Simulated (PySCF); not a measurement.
A species of formula C2H13NSSi4 has this rotational fingerprint, computed with PBE0/pcSseg-1 in PySCF (dipole) on a GFN2-xTB geometry, gas phase:

```
Rotational constants : A = 1006, B = 693.9, C = 445.5 MHz
Dipole components    : |μa| = 3.17 D, |μb| = 0.21 D, |μc| = 0.49 D
Inertial defect      : -96.37 u·Å²
κ                    : -0.11
```

**Question.** Which candidate fits, each taken in the one conformer that was computed?
A. `[CH3:1][NH:2][Si@@H:3]1[SiH2:4][SiH2:5][S:6][Si@@H:7]1[CH3:8]` with C1–N2–Si3–Si4 -66°, N2–Si3–Si4–Si5 -125°, Si3–Si4–Si5–S6 -15°, Si4–Si5–S6–Si7 34°, Si5–S6–Si7–C8 83°
B. `[SiH3:1][CH2:2][SiH2:3][N:4]1[SiH2:5][CH2:6][S:7][SiH2:8]1` with Si1–C2–Si3–N4 180°, C2–Si3–N4–Si5 34°, Si3–N4–Si5–C6 178°, N4–Si5–C6–S7 -17°, Si5–C6–S7–Si8 20°, C6–S7–Si8–N4 -16°
C. `[CH3:1][NH:2][Si@@H:3]1[SiH2:4][SiH2:5][S:6][Si@H:7]1[CH3:8]` with C1–N2–Si3–Si4 -64°, N2–Si3–Si4–Si5 -120°, Si3–Si4–Si5–S6 -16°, Si4–Si5–S6–Si7 29°, Si5–S6–Si7–C8 -152°

**Answer.** C. It is CN[Si@@H]1[SiH2][SiH2]S[Si@H]1C, an asymmetric top, point group C1. The candidates at the same level (rigid rotor, commonest isotopes):

```
                          SMILES  A (MHz)  B (MHz)  C (MHz)  μa (D)  μb (D)  μc (D)  Δ (u·Å²)  point group                        rotor
 CN[Si@@H]1[SiH2][SiH2]S[Si@H]1C     1006    693.9    445.5    3.17    0.21    0.49    -96.37           C1               asymmetric top
CN[Si@@H]1[SiH2][SiH2]S[Si@@H]1C     1112    660.6    474.4    3.17    0.26    1.69   -154.12           C1               asymmetric top
  [SiH3]C[SiH2]N1[SiH2]CS[SiH2]1     2305    384.2    338.9    1.44    1.36    0.49    -43.41           C1  near-prolate asymmetric top
```

`CN[Si@@H]1[SiH2][SiH2]S[Si@@H]1C` has A 11 % too high; `[SiH3]C[SiH2]N1[SiH2]CS[SiH2]1` has A 129 % too high. No structure here is proved a minimum.
